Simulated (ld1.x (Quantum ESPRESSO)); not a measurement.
# Transferability test, RRKJ potential for antimony

antimony, norm-conserving RRKJ (Kleinman–Bylander form), made with ld1.x (Quantum ESPRESSO) 7.5 (LDA (PZ), scalar-relativistic). Core [Kr] 4d10, reference 5s2 5p1 (charge +2). Waves: 5s (bound): rc 1.95 bohr; 5p (bound): rc 2.00 bohr; 5d channel at -0.05 Ry: rc 2.15 bohr. Local part: all-electron potential smoothed inside 1.75 bohr (lloc = -2). Core correction: a·sin(br)/r model core inside 1.05 bohr. rho0 = 0.001.

Energies are relative to the spin-unpolarised reference configuration 5s2 5p1; without spin polarisation the order of configurations can differ from experiment. Spin-polarised rows fill each open shell by Hund’s rule, majority spin first. Not all tests gave a result: 5 of 9 tests not solved or not reliable. Left out of the table: 5s2 5p3 (pseudo-atom not self-consistent, printed error +126 eV); 5s2 5p2 (solver errors, printed error -15.1 eV); 5s2 5p2.5 (pseudo-atom not self-consistent, printed error +11.8 eV); 5s1 5p4 (solver errors, printed error -70.4 eV); 5s2 5p3 (spin-polarised) (pseudo-atom not self-consistent, printed error -6.4 eV).

```csv
valence configuration,charge,ΔE all-electron (eV),error AE − PS (meV)
5s2 5p0,+3,24.785,-30
5s1 5p0,+4,69.601,-222
```

(1) What are ΔE and the potential's error for 5s1 5p3?

(2) What are ΔE and the potential's error for 5s2 5p1 (spin-polarised)?

Levels in the configuration 5s1 5p3:

| level | all-electron (eV) | pseudo (eV) |
| --- | --- | --- |
| 5s | -21.788 | -21.793 |
| 5p | -12.875 | -12.874 |

Results:

(1) ΔE = -7.435 eV all-electron; the error (AE − PS) is 0.0 meV.

(2) ΔE = -0.180 eV all-electron; the error (AE − PS) is +0.5 meV.
